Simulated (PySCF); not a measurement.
C5H15O2Si (SMILES CCO[SiH](C)[OH+]CC), charge +1, singlet, at a GFN2-xTB geometry. Base run: B3LYP/STO-3G (PySCF).

PySCF was given this input:
```python
from pyscf import gto, scf, dft

mol = gto.Mole()
mol.atom = '''
    C     2.94369932    1.91177469    0.71550495
    C     2.64124402    0.60970739   -0.00095751
    O     1.23034019    0.45642314   -0.11564129
    Si    0.26214938   -0.71284220   -0.59849238
    C     0.14484599   -2.26186060    0.46752199
    O    -1.19706517    0.23157620   -0.16869727
    C    -2.57050323   -0.06891096   -0.48509897
    C    -3.48893689    0.46102128    0.59570044
    H     4.01886965    2.03260516    0.80233655
    H     2.54227533    2.75459528    0.15936291
    H     2.51145476    1.90704963    1.71253350
    H     3.06763268    0.60847316   -1.00682324
    H     3.04307334   -0.24286950    0.55099586
    H     0.16235563   -0.85531801   -2.04114479
    H    -0.73270441   -2.86366227    0.24628526
    H     0.11483817   -2.01364593    1.52946283
    H     1.00638691   -2.90789398    0.31757368
    H    -1.07031623    1.16675901    0.05768486
    H    -2.81443888    0.36276476   -1.45966455
    H    -2.62611340   -1.15430626   -0.55532193
    H    -4.51458084    0.19196662    0.36207418
    H    -3.43148187    1.54550862    0.65987693
    H    -3.23563725    0.03337901    1.56234442
'''
mol.basis = 'sto-3g'
mol.charge = 1
mol.verbose = 4
mol.build()

mf = dft.RKS(mol)
mf.xc = 'b3lyp'
mf.kernel()
mf.analyze()
```

The job was repeated with other settings on one machine. Differences are taken from the largest grid of the series, which the next largest meets within 10 µEh (grids.atom_grid = (150, 974): -631.578449 Eh). The cheapest run took roughly 3 core-seconds.

```csv
setting,grid points,"cost, times the cheapest (rough)",difference in total energy (µEh)
"grids.atom_grid = (30, 110)",56680,1,1059
grids.prune = dft.gen_grid.sg1_prune,115496,2,-2
"grids.atom_grid = (50, 194)",151944,2,-28
grids.level = 2,170968,2,3
grids.prune = dft.gen_grid.treutler_prune,228768,3,0
base,265056,3,-3
"grids.atom_grid = (75, 302)",335192,4,4
"grids.atom_grid = (150, 974)",1868344,20,reference
```

Times come from a shared machine, hold the start-up and are rough.
